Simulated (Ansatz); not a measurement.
Consider the redistribution: `[SiH3][O][Ga]([Cl])[Cl]` + `NB(O)O` → `[OH][Ga]([Cl])[Cl]` + `NB(O)O[SiH3]`.

Program: Ansatz. Geometries: PBE0-D4/def2-TZVP. ΔE: electronic, gas phase. CCSD(T)/CBS adds triple-zeta CCSD(T) − MP2 to the extrapolated MP2 energy (def2 sets, frozen cores). This one scheme is used for every species. DFT in def2-TZVPP. B3LYP here is the variant with VWN-RPA as its local correlation; programs differ in this. HSE06 is defined as in plane-wave codes. For Ga outer-core shells are correlated without core-valence functions, which leaves a few kJ/mol of doubt a bond. Scalar relativity is left out up to krypton. One conformer a species, not always the lowest.

| level | ΔE (kcal/mol) | difference from CCSD(T)/CBS |
| --- | --- | --- |
| revPBE-D4 | 0.8 | -0.8 |
| BLYP-D4 | 1.0 | -0.6 |
| B97M-V | 1.0 | -0.6 |
| HSE06-D4 | 1.7 | 0.1 |
| BHLYP-D4 | 2.5 | 0.9 |
| B3LYP | 1.3 | -0.3 |
| HSE06 | 1.5 | -0.1 |
| CCSD(T)/def2-SVP | 3.2 | 1.6 |
| CCSD/def2-TZVPP | 2.1 | 0.5 |
| MP2/CBS(def2) | 1.7 | 0.1 |
| CCSD(T)/CBS | 1.6 | 0 |

Largest T1 diagnostic among the species: 0.012.

From BLYP to BHLYP (50 % exact exchange), in def2-TZVPP and without D4, ΔE moves by +1.2 kcal/mol. In def2-TZVPP, CCSD(T) changes the Hartree–Fock value by −0.8 kcal/mol (the triples alone add −0.2 kcal/mol) and MP2 by −0.7 kcal/mol. At CCSD(T), def2-SVP lies +1.6 kcal/mol from the extrapolated value and def2-TZVPP +0.3 kcal/mol.
